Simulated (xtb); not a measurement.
xtb input:

```bash
xtb mol.xyz --gfn 1 --sp --chrg -1 --uhf 0
```
mol.xyz:
```
4

C     -0.70135988     0.09443554     0.00755393
N      0.53274901    -0.32205473    -0.03424666
H     -0.76010881     1.24268472     0.13805788
H      1.23902506     0.44508517     0.05634518
```

Question: Predict the final energy.

Answer: -6.44351 Eh (GFN1-xTB).

It need not be the lowest isomer of its formula. Whether it binds its extra electron was not tested at this geometry.
